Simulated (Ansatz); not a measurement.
Reaction (isomerisation): `O=C[SiH](O)CO` → `O=CC(O)[SiH2]O`

Computed with Ansatz on PBE0-D4/def2-TZVP structures; ΔE is electronic, products minus reactants. CCSD(T)/CBS is the MP2 limit (def2-TZVPP, def2-QZVPP) plus CCSD(T) − MP2 in def2-TZVPP, frozen cores. DFT in def2-TZVPP. One conformer a species, not always the lowest.

Is it downhill or uphill in electronic energy at CCSD(T)/CBS, and by how much? (Best estimate.)

The calculation gave: Downhill: ΔE = -27.7 kJ/mol.

What do these levels give: PBE-D4, r2SCAN, MP2/def2-TZVPP, SCS-MP2/def2-TZVPP, HF/def2-QZVPP, HF/CBS(def2)? (Best estimate.)

The calculation gave: PBE-D4 -31.6, r2SCAN -35.2, MP2/def2-TZVPP -33.2, SCS-MP2/def2-TZVPP -29.3, HF/def2-QZVPP -28.7, HF/CBS(def2) -28.7 kJ/mol.

Largest T1 diagnostic among the species: 0.014.
